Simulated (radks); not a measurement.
Question: All-electron atom: the bromine ion Br2+ in [Ar] 3d10 4s2 4p3 (the NIST ground configuration). Calculated with a radial shooting solver on a logarithmic mesh with Libxc functionals: Dirac Kohn-Sham, LDA (Slater exchange, Perdew-Zunger correlation), spin-unpolarised, spherical densities, point nucleus; open shells fill j = l - 1/2 first. Some entries of the table are withheld. Estimate them.

orbital  occ.  eigenvalue (hartree)  <1/r> (bohr^-1)
1s1/2       2             -489.3428            35.61
2s1/2       2                   (1)            7.943
2p1/2       2             -58.18546            7.918
2p3/2       4             -56.44299            7.658
3s1/2       2              -9.59381            2.603
3p1/2       2                   (2)            2.489
3p3/2       4                   (3)            2.426
3d3/2       4              -3.36353            2.166
3d5/2       6              -3.32346            2.149
4s1/2       2              -1.54201           0.8401
4p1/2       2              -1.05815              (4)
4p3/2       1              -1.03378              (5)

Answer: 
(1) 2s1/2 eigenvalue (hartree): -64.45340
(2) 3p1/2 eigenvalue (hartree): -7.41343
(3) 3p3/2 eigenvalue (hartree): -7.16168
(4) 4p1/2 <1/r> (bohr^-1): 0.7198
(5) 4p3/2 <1/r> (bohr^-1): 0.7059
